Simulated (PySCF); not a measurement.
**Exercise with solution: entropy of an ideal gas**

H4O2SSi, SMILES O[SiH](O)S.

Geometry optimised at TPSSh-D3(BJ)/def2-SVP. Other conformers were not sampled.

TPSSh-D3(BJ)/def2-SVP run with PySCF gives the harmonic wavenumbers 145, 197, 226, 259, 313, 357, 498, 696, 777, 796, 823, 866, 914, 973, 2310, 2686, 3827, 3838 cm⁻¹ and the rotational temperatures 0.3147, 0.1552, 0.1160 K. The molar mass is 96.17 g/mol, the symmetry number 1, the spin multiplicity 1.

Q: Work out the entropy at 298.15 K and 1 atm in the rigid-rotor, harmonic-oscillator model.

A: 
Translation (Sackur–Tetrode at 1 atm): S = R[1.5 ln M + 2.5 ln T − 1.16487] = 165.7 J/(mol K).
Rotation: q = (√π/σ) T^1.5/√(θA θB θC) = 121000, S = R[ln q + 3/2] = 109.8 J/(mol K).
Vibration: with u = 1.4388 ν/T, each mode gives R[u/(e^u − 1) − ln(1 − e^−u)]:
```tsv
ν (cm⁻¹)	modes	u	S (J/(mol K))
145	1	0.70	11.45
197	1	0.95	9.04
226	1	1.09	7.99
259	1	1.25	6.98
313	1	1.51	5.63
357	1	1.72	4.75
498	1	2.40	2.77
696	1	3.36	1.30
777	1	3.75	0.95
796	1	3.84	0.88
823	1	3.97	0.79
866	1	4.18	0.67
914	1	4.41	0.55
973	1	4.70	0.44
```
The stiffer modes add less than 0.005 each. Sum 54.2 J/(mol K).
Spin: R ln 1 = 0.0 J/(mol K).
Total 329.7 J/(mol K); the program's own thermochemistry gives 329.7. Translation makes up 50 % and vibration 16 %. Anharmonicity, hindered rotation and orbital degeneracy are left out.
